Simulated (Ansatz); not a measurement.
A series at Al: from `[AlH2][SiH3]`, ligands are replaced one by one, each step taking up H₂O and setting free H₂; n counts the steps. Ansatz, PBE0-D4/def2-TZVP geometries. Each molecule was computed in one conformer, which needn't be the lowest.

CBS adds triple-zeta CCSD(T) − MP2 to the MP2 limit, frozen cores; atoms without spin–orbit coupling. 

| n | molecule | atomization energy, CCSD(T)/CBS (kJ/mol) |
| --- | --- | --- |
| 0 | `[AlH2][SiH3]` | 1786.9 |
| 1 | `[OH][AlH][SiH3]` | 2429.5 |
| 2 | `[OH][Al]([OH])[SiH3]` | ? |
| 3 | `O[SiH2][Al]([OH])[OH]` | 3641.1 |

Problem. By hand: fit a straight line y = ȳ + b (n − n̄) to the 3 given rows and predict n = 2.

Solution. n̄ = 1.333, ȳ = 2619.17; Σ(n − n̄)(y − ȳ) = 2876.13, Σ(n − n̄)² = 4.667, so b = 616.27 kJ/mol a step. Prediction: 2619.17 + (616.27) × (0.667) = 3030.2 kJ/mol.

Problem. By hand: compare with the computed value, 3071.8 kJ/mol, and give the steps along the whole series.

Solution. The line misses by 41.6 kJ/mol (computed minus predicted). Steps: 642.6, 642.3, 569.3 kJ/mol.

The steps differ by up to 73.3 kJ/mol, small against a whole step but well beyond the method's doubt, so the ligands' effects don't simply add. The miss is 2.2 % of the series' range. The energies themselves are unsure by some kJ/mol a bond, though much of that is common to the series.
